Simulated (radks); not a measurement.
Results of a calculation; reference values are marked as such.
Problem. These are the eigenvalues of the occupied orbitals of an atom or ion with whole-number occupations (hartree). Level of theory: non-relativistic Kohn-Sham, BLYP, spin-unpolarised, spherical densities, point nucleus (a radial shooting solver on a logarithmic mesh with Libxc functionals).

1s: -786.0065
2s: -112.6229
2p: -104.3560
3s: -21.33449
3p: -18.09203
3d: -12.12523
4s: -4.48435
4p: -3.49674
4d: -1.92226

Which element is it, and in what charge state? The configuration may be excited.

Solution. Z = 44, ruthenium, charge +4: Ru4+ in [Kr] 4d4. The list shows which subshells hold electrons but not how many an open one holds; the 1s level, -786.01 hartree, gives Z - s = 39.6 by -(Z - s)^2/2, which with screening narrows Z to a few neighbours, and the depths of the outer levels then fix element, charge and occupations together.
